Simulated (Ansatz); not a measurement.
Ideal-gas functions of C2H3AsO, SMILES `O=C1C[AsH]1` at 298.15 K and 1 bar, from an Ansatz frequency run at PBE0-D4/def2-TZVP.

Molar mass 117.97 g/mol, point group C1 (symmetry number 1), electronic degeneracy 1, moments of inertia 39.684, 154.682, 186.483 u Å². Harmonic wavenumbers (cm⁻¹, unscaled): 251, 316, 500, 517, 597, 632, 859, 924, 990, 1003, 1387, 1948, 2198, 3123, 3215.

Use S(trans) = R[1.5 ln M + 2.5 ln T − 1.1517]; rotational temperatures θ = 24.2544 K / I; S(rot) = R[ln(√π/σ · √(T³/θAθBθC)) + 1.5]; for each mode x = 1.438777 ν̃/T, S = R[x/(eˣ − 1) − ln(1 − e⁻ˣ)] and H = RT x/(eˣ − 1); 1 cm⁻¹ = 0.0119627 kJ/mol; R = 8.31446 J/(mol·K).

Question: By hand: the entropy, in J/(mol·K).

Answer: Translation 168.4. Rotation: θ = 0.6112, 0.1568, 0.1301 K, giving 106.5. Vibration, mode by mode: 7.21, 5.57, 2.75, 2.58, 1.90, 1.66, 0.69, 0.53, 0.41, 0.39, 0.08, 0.01, 0.00, 0.00, 0.00, in all 23.8. Electronic 0.0. Sum 298.7 J/(mol·K).

Question: By hand: H − E and G − E in kJ/mol, counted from the electronic energy.

Answer: Zero-point energy ½ × 18460 × 0.0119627 = 110.4; thermal vibration 4.8; translation, rotation and pV give 4 RT = 9.9. H − E = 125.1 kJ/mol, and G − E = 125.1 − 298.15 × 298.7/1000 = 36.0 kJ/mol.

Vibration gives 8 % of the entropy. The sum counts one conformer and one mirror image; others add a mixing term.
